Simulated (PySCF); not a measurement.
Computed shifts of a molecule CH₈OSi₂, PySCF with PBE0/pcSseg-1, GIAO, gas phase, atoms alike by connectivity averaged where their shifts nearly agree, in ppm (number of nuclei): ²⁹Si: -29.6 (1), -71.7 (1). ¹³C: 56.3 (1). ¹H: 5.05 (3), 4.27 (1), 4.18 (3), 3.76 (1). References: ²⁹Si against TMS (σ = 352.7 ppm); ¹³C against TMS (σ = 186.3 ppm); ¹⁷O against H2O (σ = 334.2 ppm); ¹H against TMS (σ = 31.56 ppm), references at their B3LYP-D3(BJ)/def2-TZVP geometries, non-relativistic. The structure is a stationary point at B3LYP-D3(BJ)/def2-SVP. The values are those of a single conformer.

Problem. Which structure fits?
A) CO[SiH2][SiH3]
B) OC[SiH2][SiH3]
C) [SiH3]CO[SiH3]
D) OC([SiH3])[SiH3]

Solution. C, [SiH3]CO[SiH3]
